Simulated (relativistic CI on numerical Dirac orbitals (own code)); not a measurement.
## Sensitivity of the levels of Ba⁸⁺ to α and to the nuclear radius

Calculated at this level of theory: Dirac-Coulomb-Breit CI, separate exchange-only KLI orbitals for each configuration, derivatives by finite differences, unscaled Slater integrals, QED left out (own radial code, finite nucleus).

Configuration list (outside the closed core [Kr] 4d10): 5s2, 5s.5p, 5p2, 4f2, 5s.5d, 5s.4f, 4f.5p, 5d2. Levels of other configurations are missing.

With x = (α/α₀)² − 1 an excitation energy changes as ω = ω₀ + qx; K = 2q/ω₀ is the relative enhancement. Terms are leading LS components, so labels can repeat. The field-shift factor is F = δν/δ⟨r²⟩ for the transition from the lowest level.

Lowest level 5s2 1S_0.

```tsv
Level	ω₀ (cm⁻¹)	q (cm⁻¹)	K	F (GHz/fm²)
5s.5p 3P°_0	112306	8398	0.15	-41.2
5s.5p 3P°_1	118875	14000	0.236	-41.5
5s.5p 3P°_2	137787	36890	0.535	-42.5
5s.5p 1P°_1	188948	31410	0.333	-41.2
5s.4f 3F°_2	238352	53300	0.447	-44.5
5s.4f 3F°_3	238810	53640	0.449	-44.4
5s.4f 3F°_4	239510	54220	0.453	-44.4
5s.4f 1F°_3	248677	55110	0.443	-45.4
5p2 3P_0	270380	24620	0.182	-84.7
5p2 1D_2	286094	47020	0.329	-81.8
5p2 3P_1	286441	47370	0.331	-85.9
5p2 3P_2	309598	72550	0.469	-84
5p2 1S_0	342614	70330	0.411	-85.1
```

At this charge configurations can still be misplaced by up to about 7 % of their energy. Levels and lines within the n = 5 or 6 shells can be off by up to 10 % or somewhat more, and those that change n by about 2 %, since core polarisation is missing. Levels that differ in their count of f electrons can be misplaced by several ten thousand cm⁻¹, since the correlation energy of f electrons is missing or only estimated; rates across such gaps can be off by orders of magnitude.
